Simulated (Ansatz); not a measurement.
Consider the hydrogenolysis of the Si–O bond: `N[Si](N)(O)[SiH3]` + H₂ → `N[SiH](N)[SiH3]` + H₂O.

Calculated with Ansatz (gas phase, PBE0-D4/def2-TZVP geometries, no zero-point term in ΔE). CCSD(T)/CBS adds triple-zeta CCSD(T) − MP2 to the extrapolated MP2 energy (def2 sets, frozen cores). This one scheme is used for every species. Functionals use def2-TZVPP. Each species was taken in one conformer, which may not be the lowest.

```tsv
species	PBE energy (Eh)
`N[Si](N)(O)[SiH3]`	-768.22561
H₂	-1.16614
`N[SiH](N)[SiH3]`	-692.97815
H₂O	-76.38007
```

**Question.** Work out ΔE.

**Answer.** ΔE = (-692.97815) + (-76.38007) − (-768.22561) − (-1.16614) = 0.03353 Eh = +0.91 eV. CCSD(T)/CBS gives +1.00 eV.

Largest T1 diagnostic among the species: 0.012.

The D4 term adds +0.08 eV with B3LYP and +0.04 eV with PBE0; it sums over pairs of atoms, weighted by their polarisabilities, and B3LYP, whose exchange is more repulsive, gets the larger term. In def2-TZVPP, CCSD(T) changes the Hartree–Fock value by +0.08 eV (the triples alone add +0.03 eV) and MP2 by +0.14 eV.

B3LYP here is the variant with VWN-RPA as its local correlation; programs differ in this.
